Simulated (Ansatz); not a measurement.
Cl3In (SMILES [Cl][In]([Cl])[Cl]), singlet, at a GFN2-xTB geometry (such geometries of metal compounds can be far from the true shape) (all electrons, no relativity); R2SCAN/STO-3G (Ansatz, a quantum-chemistry and plane-wave program).

Here is a job for Ansatz.
Ansatz 0.2 input:
```yaml
crystal:
  periodic: [false, false, false]
  atoms:
    - {symbol: In, position_ang: [-0.00000000, -0.00000000, 0.00000000]}
    - {symbol: Cl, position_ang: [2.24449596, -0.20389963, -0.44000345]}
    - {symbol: Cl, position_ang: [-0.90325628, -1.01151285, 1.85308124]}
    - {symbol: Cl, position_ang: [-1.34123968, 1.21541248, -1.41307779]}
basis:
  gaussian:
    orbitals: STO-3G
hamiltonian:
  xc: r2scan
accuracy: high
```

### Question
Predict the main parts of the log of this Ansatz run.

### Answer

```
Functional definition: r2SCAN
1029 factors; integrals over basis functions are off by at most 4.6e-9 eV
mean field evaluation 1: about -191857.4532 eV, gradient 3.3e1 eV
mean field evaluation 2: about -191855.9179 eV, gradient 3.7e1 eV
mean field evaluation 4: about -191862.9098 eV, gradient 3.0e-1 eV
mean field evaluation 8: about -191862.9150 eV, gradient 5.5e-3 eV
mean field evaluation 16: about -191862.9150 eV, gradient 7.8e-8 eV
mean field -191862.91495294 eV, -7050.8320751659 hartree, gradient 6.3e-9 eV, S^2 0.000000; 0 other end points of the search recorded, 0 dependent functions left out
reference -191862.91495328 eV, -7050.8320751784 hartree; 50, 50 occupied and 4, 4 virtual orbitals, 1029 factors
Total energy: -191862.91495328 eV, -7050.8320751784 hartree
```
